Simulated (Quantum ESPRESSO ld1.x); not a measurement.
Task: The mean radii <r> (bohr) of the occupied orbitals of an atom or ion are listed with their occupations. Method: scalar-relativistic Kohn-Sham, BLYP, spin-unpolarised, spherical densities, point nucleus; computed with ld1.x of Quantum ESPRESSO 7.5.

orbital  occ.      <r>
1s          2  0.03344
2s          2   0.1457
2p          6   0.1269
3s          2   0.4028
3p          6   0.4031
3d         10   0.3842
4s          2    1.018
4p          6    1.128
4d          7    1.651

Name the element and its charge.

Result: Z = 44, ruthenium, charge +1: Ru+ in [Kr] 4d7. The 1s radius gives Z: for a bare nucleus <r> = (2 gamma + 1)/(2Z) with gamma = sqrt(1 - (Z/c)^2), 0.03289 bohr for Z = 44, and screening makes it slightly larger (0.03344 here). The occupations add up to 43, and the charge is Z minus that.
